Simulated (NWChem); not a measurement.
System: WNH₃SO₂; SMILES [O]=[W](=[S])([NH2])[OH]

Here is an NWChem input.

```
start job
memory heap 200 mb stack 900 mb global 1100 mb
geometry units angstroms noautoz
  W     -0.001130     0.133821    -0.060459
  O     -0.035336     0.767264     1.516955
  S      0.035718    -2.012461     0.001513
  O      1.503929     0.789162    -0.987577
  H      2.323581     1.153278    -0.637752
  N     -1.626109     0.680776    -0.947158
  H     -2.174235     1.484555    -0.650420
  H     -2.130338     0.122693    -1.631189
end
basis spherical
  W library def2-svp
  O library def2-svp
  S library def2-svp
  H library def2-svp
  N library def2-svp
end
ecp
  W library def2-ecp
end
dft
  xc xtpss03 ctpss03
  iterations 150
  mulliken
end
task dft energy
```

The geometry was optimised at PBE0/def2-SVP. No frequency run checked for a minimum. def2 effective core potentials on W; no spin-orbit coupling.

Give the results of this calculation. (TPSS/def2-SVP with def2 effective core potentials on W.) Quantities: basis functions; energy (Ha); highest occupied level (eV); orbital gap (eV); dipole (D).


```json
{
 "number_of_basis_functions": "107",
 "energy (Ha)": "-672.26",
 "highest occupied level (eV)": "-6.14",
 "orbital gap (eV)": "3.50",
 "dipole (D)": "3.79"
}
```
